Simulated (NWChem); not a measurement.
All runs are NWChem calculations. System: Sb2, charge 0, spin multiplicity 1, at the geometry of a parent with another charge or spin, in a state set for the comparison that need not be this species' ground state. Level: B3LYP/x2c-SVPall-2c, spin-orbit ZORA, VWN1-RPA local correlation.

The NWChem input:

```
start mol
memory heap 200 mb stack 900 mb global 1100 mb
geometry units angstroms nocenter noautoz noautosym
  Sb     0.000000     0.000000     1.288095
  Sb     0.000000     0.000000    -1.288095
end
basis spherical
  * library x2c-svpall-2c
end
relativistic
  zora on
end
dft
  xc b3lyp
  semidirect memsize 60000000 filesize 0
  iterations 100
  grid fine
end
task sodft energy
```

Output (cleaned and shortened):

```
             Northwest Computational Chemistry Package (NWChem) 7.3.0
             --------------------------------------------------------

                                NWChem Input Module
                                -------------------

 Scaling coordinates for geometry "geometry" by  1.889725989
 (inverse scale =  0.529177249)

                             Geometry "geometry" -> ""
                             -------------------------

 Output coordinates in angstroms (scale by  1.889725989 to convert to a.u.)

  No.       Tag          Charge          X              Y              Z
 ---- ---------------- ---------- -------------- -------------- --------------
    1 Sb                  51.0000     0.00000000     0.00000000     1.28809500
    2 Sb                  51.0000     0.00000000     0.00000000    -1.28809500

 Effective nuclear repulsion energy (a.u.)     534.2734909491

            Nuclear Dipole moment (a.u.)
            ----------------------------
        X                 Y               Z
 ---------------- ---------------- ----------------
     0.0000000000     0.0000000000     0.0000000000


 Summary of "ao basis" -> "" (spherical)
 ------------------------------------------------------------------------------
       Tag                 Description            Shells   Functions and Types
 ---------------- ------------------------------  ------  ---------------------
 *                       x2c-svpall-2c                on all atoms

                                 NWChem DFT Module
                                 -----------------

 Summary of "ao basis" -> "ao basis" (spherical)
 ------------------------------------------------------------------------------
       Tag                 Description            Shells   Functions and Types
 ---------------- ------------------------------  ------  ---------------------
 Sb                      x2c-svpall-2c              18       50   6s8p4d

 Summary of "ao basis" -> "ao basis" (spherical)
 ------------------------------------------------------------------------------
       Tag                 Description            Shells   Functions and Types
[...]
   172    -0.005674   0.233720  2 Sb px               173     0.233720   0.005675  2 Sb py
   122     0.005673  -0.233680  1 Sb px               123    -0.233680  -0.005674  1 Sb py
    64     0.000922   0.177657  2 Sb py                63     0.177657  -0.000922  2 Sb px

   alpha - beta orbital overlaps
   -----------------------------

   alpha      1      2      3      4      5      6      7      8      9     10
    beta      1      2      3      4      5      5      7      8      9     10
 overlap   1.168  1.516  1.809  1.856  0.845  0.254  1.268  1.268  1.268  1.719

   alpha     11     12     13     14     15     16     17     18     19     20
    beta     11     12     13     14     15      7      8     15     72     73
 overlap   1.719  1.715  1.280  1.280  1.302  0.011  0.011  0.012  0.121  0.121

   alpha     21     22     23     24     25     26     27     28     29     30
    beta     24     22     23     24     10     11      9      7      8      9
 overlap   0.122  0.210  0.210  0.164  0.021  0.021  0.020  0.077  0.077  0.076

   alpha     31     32     33     34     35     36     37     38     39     40
    beta     31     32     33     34     35     36     37     38     39     40
 overlap   1.136  1.136  1.136  1.136  1.136  1.101  1.101  1.101  1.101  1.101

   alpha     41     42     43     44     45     46     47     48     49     50
    beta     36     37     38     39     40     36     37     38     39     40
 overlap   0.037  0.037  0.037  0.037  0.037  0.022  0.022  0.022  0.022  0.022

   alpha     51     52     53     54     55     56     57     58     59     60
    beta     51     52     53     54     55     55     57     58     59     60
 overlap   1.168  1.516  1.809  1.856  0.846  0.254  1.268  1.268  1.268  1.719

   alpha     61     62     63     64     65     66     67     68     69     70
    beta     61     62     63     64     65     57     58     65     22     23
 overlap   1.719  1.715  1.281  1.281  1.302  0.011  0.011  0.012  0.121  0.121

   alpha     71     72     73     74     75     76     77     78     79     80
    beta     74     72     73     74     60     61     59     57     58     59
 overlap   0.122  0.211  0.211  0.164  0.021  0.021  0.020  0.077  0.077  0.076

   alpha     81     82     83     84     85     86     87     88     89     90
    beta     81     82     83     84     85     86     87     88     89     90
 overlap   1.136  1.136  1.136  1.136  1.136  1.101  1.101  1.101  1.101  1.101

   alpha     91     92     93     94     95     96     97     98     99    100
    beta     86     87     88     89     90     86     87     88     89     90
 overlap   0.037  0.037  0.037  0.037  0.037  0.022  0.022  0.022  0.022  0.022

     --------------------------
     Expectation value of S2:
     --------------------------
      <S2> =      0.0676 (Exact =     0.0000)

     Multipole analysis of the density
     ---------------------------------

     L   x y z        total         alpha         beta         nuclear
     -   - - -        -----         -----         ----         -------
     0   0 0 0      0.000000    -51.000000    -51.000000    102.000000

     1   1 0 0     -0.000000     -0.000000     -0.000000      0.000000
     1   0 1 0     -0.000000     -0.000000     -0.000000      0.000000
     1   0 0 1     -0.002465     -0.001232     -0.001232      0.000000

     2   2 0 0    -39.537899    -19.768950    -19.768950      0.000000
     2   1 1 0     -0.000000     -0.000000     -0.000000      0.000000
     2   1 0 1      0.000000      0.000000      0.000000      0.000000
     2   0 2 0    -39.537899    -19.768950    -19.768950      0.000000
     2   0 1 1     -0.000000     -0.000000     -0.000000      0.000000
     2   0 0 2    -37.690911   -321.024008   -321.024008    604.357105

 Task  times  cpu:       18.3s     wall:       18.3s

 Total times  cpu:       18.3s     wall:       18.3s
```
